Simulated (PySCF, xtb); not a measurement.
iodomethane (CH3I), SMILES IC.

Harmonic wavenumbers (cm⁻¹) from GFN2-xTB in xtb 6.7.1 at its own minimum, in rising order: 576, 936, 936, 1309, 1445, 1445, 3060, 3076, 3076.

What does B3LYP-D3(BJ)/def2-TZVP in PySCF 2.14.0 give at its own minimum? (An estimate is asked for; the answer gives what the named calculation found.)

526, 894, 894, 1280, 1470, 1470, 3089, 3197, 3197. Paired by order, the mean absolute difference is 53 cm⁻¹ and the zero-point energies are 22.7 and 22.9 kcal/mol.
